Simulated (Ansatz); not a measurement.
Process, species as SMILES: [BH] (BH) (closed-shell singlet) → B atom + H atom
B3LYP-D3(BJ)/def2-TZVP geometries, fixed; electronic energies without zero-point terms.

Basis-set convergence of the atomisation energy at r2SCAN with Ansatz (an electronic-structure program). Cartesian d functions, on some or all atoms, in 6-31G*; all else is spherical. The program fits the integrals of some runs and decomposes those of others, by size. Open shells are unrestricted. No added dispersion term, no relativity. Functions are those of the species that has most. Reference: the value in aug-cc-pV5Z, 79.47 kcal/mol, itself unsure by roughly 0.03 kcal/mol (its mean distance from pcseg-4, aug-pcseg-3, aug-cc-pVQZ). Deviations are taken from unrounded values.

| basis | functions | atomisation energy (kcal/mol) | minus reference (kcal/mol) |
|---|---|---|---|
| STO-3G | 6 | 106.87 | 27.40 |
| 6-31G | 11 | 77.13 | -2.34 |
| 6-31G* | 17 | 79.34 | -0.13 |
| cc-pVDZ | 19 | 77.85 | -1.62 |
| def2-SVP | 19 | 79.17 | -0.30 |
| pcseg-1 | 19 | 79.15 | -0.32 |
| 6-311G** | 24 | 79.00 | -0.47 |
| 6-311+G** | 28 | 79.15 | -0.32 |
| aug-cc-pVDZ | 32 | 78.16 | -1.31 |
| 6-311++G(2d,2p) | 37 | 79.35 | -0.12 |
| def2-TZVP | 37 | 79.28 | -0.19 |
| cc-pVTZ | 44 | 79.39 | -0.07 |
| def2-TZVPP | 45 | 79.38 | -0.09 |
| def2-TZVPPD | 54 | 79.38 | -0.09 |
| 6-311++G(3df,3pd) | 57 | 79.49 | 0.02 |
| aug-cc-pVTZ | 69 | 79.46 | -0.01 |
| aug-pcseg-2 | 69 | 79.65 | 0.19 |
| cc-pV5Z | 146 | 79.45 | -0.02 |

The smallest set listed that lies within 1 kcal/mol of the reference with all its larger relatives (same family, alike in diffuse functions; a set with none counts only in the reference's own line) is 6-31G* (17 functions, -0.13 kcal/mol off). (Relatives not listed, tested too: 6-31G** 0.36, pcseg-2 0.20, cc-pVQZ -0.06, def2-QZVP -0.08, def2-QZVPP -0.08, pcseg-3 0.02, def2-QZVPPD -0.05, aug-cc-pVQZ -0.04, aug-pcseg-3 0.04, pcseg-4 0.02, aug-cc-pV5Z 0.00 kcal/mol.)
